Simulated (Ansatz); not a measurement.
Bond stretch in BO, doublet.

ROCCSD(T) = CCSD(T) on ROHF/cc-pVTZ, frozen core (Ansatz, an electronic-structure program); ROCCSDT(Q) = CCSDT(Q)/B on ROHF/cc-pVTZ, frozen core run with Ansatz; ROCCSDT = CCSDT on ROHF/cc-pVTZ, frozen core run with Ansatz.

Energies are in kcal/mol, each relative to the lowest point of its own curve near equilibrium.

| R / Å | ROCCSD(T) | ROCCSDT(Q) | ROCCSDT |
|---|---|---|---|
| 0.90 | 199.9 | 200.2 | 200.0 |
| 0.96 | 112.1 | 112.4 | 112.2 |
| 1.04 | 43.2 | 43.3 | 43.2 |
| 1.09 | 19.4 | 19.5 | 19.4 |
| 1.13 | 8.0 | 8.1 | 8.0 |
| 1.16 | 3.0 | 3.0 | 3.0 |
| 1.20 | 0.0 | 0.0 | 0.0 |
| 1.23 | 0.0 | 0.0 | 0.0 |
| 1.28 | 3.4 | 3.4 | 3.4 |
| 1.33 | 9.9 | 9.8 | 9.9 |
| 1.40 | 22.5 | 22.3 | 22.4 |

At the longest distance, 1.40 Å, ROCCSD(T) lies highest above its minimum (22.5 kcal/mol) and ROCCSDT(Q) lowest (22.3 kcal/mol).

The scan ran from 0.90 to 4.81 Å; beyond the distances shown one of the unrestricted levels run for this scan, shown here or not, changes its spin distribution in one step.
